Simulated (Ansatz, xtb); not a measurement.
**C6H3BN2: which of two isomers lies lower**

We compare I, `N#CB1C=CC(C#N)=C1`, a singlet, with II, `N#CB1C=CC=C1C#N`, a singlet. Both are isolated molecules in the gas phase, relaxed with B3LYP-D3(BJ)/def2-SVP.

Quicker runs give these differences E(II) − E(I): GFN2-xTB −0.061 eV; HF/STO-3G −0.057 eV (at GFN2-xTB geometries); r2SCAN-D4/def2-SVP −0.069 eV (at GFN2-xTB geometries).

Estimate E(II) − E(I) at the level CCSD(T)/def2-SVP + ΔMP2/def2-TZVPP.

Not settled: CCSD(T)/def2-SVP + ΔMP2/def2-TZVPP gives E(II) − E(I) = −0.046 eV, but this leans on the basis-set step: CCSD(T) alone gives −0.040 eV.

The same difference at several levels:

```tsv
level	geometry	E(II) − E(I) (eV)	departure from the last row (eV)	job, with rough time for the two
GFN2-xTB	GFN2-xTB	−0.061	−0.015	optimisation, 0.28 s
HF/STO-3G	GFN2-xTB	−0.057	−0.011	single point, 0.76 s
r2SCAN-D4/def2-SVP	GFN2-xTB	−0.069	−0.023	single point, 4.7 s
B3LYP-D3(BJ)/def2-SVP	B3LYP-D3(BJ)/def2-SVP	−0.067	−0.021	optimisation, 50 s
HF/def2-SVP	B3LYP-D3(BJ)/def2-SVP	−0.087	−0.041	part of the CCSD(T) run
MP2/def2-SVP	B3LYP-D3(BJ)/def2-SVP	−0.035	+0.011	part of the CCSD(T) run
CCSD(T)/def2-SVP	B3LYP-D3(BJ)/def2-SVP	−0.040	+0.006	single point
CCSD(T)/def2-SVP + ΔMP2/def2-TZVPP	B3LYP-D3(BJ)/def2-SVP	−0.046		single point, 1.7 min
```

As drawn, both hold the same kinds of bond in the same numbers.

The largest departure from CCSD(T)/def2-SVP + ΔMP2/def2-TZVPP is that of HF/def2-SVP, 0.041 eV. The last row adds to CCSD(T) the change of the MP2 difference between the two basis sets, here −0.006 eV.

With thermal terms from frequencies at re-optimised GFN2-xTB minima (ideal gas, soft modes damped towards free rotors, one conformer each, 298.15 K, 1 atm): the zero-point term adds −0.002 eV; ΔH is −0.048 and ΔG −0.053 eV.

The correlated steps freeze 9 core orbitals. Codes used: Ansatz 0.2.0, xtb 6.7.1; the last row on 2 threads of Intel(R) Xeon(R) Platinum 8375C CPU @ 2.90GHz (Ice Lake) on a shared host.
